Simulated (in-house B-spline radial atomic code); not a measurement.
A fraction x of an electron is removed from 3p in Ar2+, starting from [Ne] 3s2 3p4 and keeping the highest spin. Level of theory: non-relativistic TPSSh, spin-polarised, spherical fractional occupations, point nucleus; calculated with an all-electron radial atomic-structure program (B-spline basis).

Caution: exact exchange at fractional occupations of open shells leaves self-interaction of up to several eV.

```tsv
x	E(x) - E(0) (eV)	3p down level (eV)
0	0.0000	-33.749
0.12	4.1380	-35.219
0.18	6.2732	-35.956
0.3	10.6767	-37.436
0.49	18.0131	-39.790
0.5	18.4116	-39.915
0.51	18.8114	-40.039
0.73	27.9210	-42.778
0.77	29.6421	-43.277
0.91	35.8234	-45.027
1	39.9265	-
```

The exact functional would give a straight line between the two integer points. Deviations E(x) - E(0) - x[E(1) - E(0)], in eV: -0.653 at x = 0.12, -0.914 at x = 0.18, -1.301 at x = 0.3, -1.551 at x = 0.49, -1.552 at x = 0.5, -1.551 at x = 0.51, -1.225 at x = 0.73, -1.101 at x = 0.77, -0.51 at x = 0.91.

The curve lies below the straight line by up to 1.552 eV (at x = 0.5): convex, the delocalisation error, to which spherically averaged exact exchange adds.

Task: How well does Slater's transition state (minus the level at half occupation) give the ionisation energy?

Result: It gives 39.915 eV against 39.926 eV from the two total energies; NIST lists 40.73 eV, ground level to ground level. The end point has an open shell averaged over its orbitals, so its exact exchange keeps a self-interaction and this is no true integer point.
